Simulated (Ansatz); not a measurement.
Frontier orbitals of BH₃OS₂Si (`OB[SiH]1SS1`).

Cartesian coordinates in Å:
```
O 0.2903 -1.8676 0.8177
B 0.5932 -0.6047 0.4615
Si -0.7791 0.5092 -0.4986
S -0.6927 2.5676 -0.0274
S 0.0437 1.8633 -1.8971
H 1.0036 -2.3273 1.2717
H 1.6653 -0.1210 0.7013
H -2.1244 -0.0195 -0.8292
```

Total charge 0; spin multiplicity 1. All single points use the PBE0-D4/def2-TZVP geometry. It is one conformer, not always the lowest. Basis def2-TZVPP, Ansatz 0.2.0.

| functional | HOMO (eV) | LUMO (eV) | gap (eV) |
| --- | --- | --- | --- |
| PBE | -5.04 | -2.79 | 2.25 |
| BLYP | -4.85 | -2.62 | 2.23 |
| PBE0 | -6.17 | -1.95 | 4.22 |
| ωB97M-V | -8.26 | -0.04 | 8.22 |

From PBE to PBE0 the HOMO moves by −1.13 eV and the LUMO by +0.84 eV, and with ωB97M-V by −3.22 and +2.76 eV, so the gap grows from 2.25 to 8.22 eV with exact exchange.
